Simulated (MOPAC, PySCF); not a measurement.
H4AlN, SMILES `[NH2][AlH2]` (H–N–Al–H torsion 180°), neutral singlet in the gas phase. 

Cartesian coordinates (Å):
SMILES: [NH2][AlH2]
```xyz
6

N     -0.9351    -0.0768     0.0230
Al     0.8287     0.0683    -0.0204
H     -1.4394    -0.9149     0.2680
H     -1.5814     0.6663    -0.1936
H      1.4447     1.4638    -0.4213
H      1.6825    -1.2067     0.3444
```
Charge 0, multiplicity 1.

All levels are single points at this geometry (B3LYP-D3(BJ)/def2-TZVP); Pople sets use spherical d functions. Orbital energies aren't observables, and empty levels follow the basis.

```csv
level,HOMO (eV),LUMO (eV),gap (eV),dipole (D),"vertical IE, Delta-SCF (eV)"
PBE-D3(BJ)/def2-TZVP in PySCF,-6.21,-1.39,4.82,1.37,–
TPSSh-D3(BJ)/def2-TZVP in PySCF,-6.79,-0.91,5.87,1.31,–
B3LYP/3-21G in PySCF,-6.86,-0.53,6.33,1.90,–
B3LYP/6-311+G** in PySCF,-7.35,-0.97,6.39,1.11,–
B3LYP/6-31G* in PySCF,-7.03,-0.65,6.38,1.49,9.91
B3LYP/LANL2DZ in PySCF,-7.11,-0.74,6.37,1.35,–
AM1 in MOPAC,-10.40,-0.11,10.29,1.74,–
PM3 in MOPAC,-10.35,-1.70,8.65,2.89,–
PM6 in MOPAC,-9.58,1.75,11.33,0.98,–
```
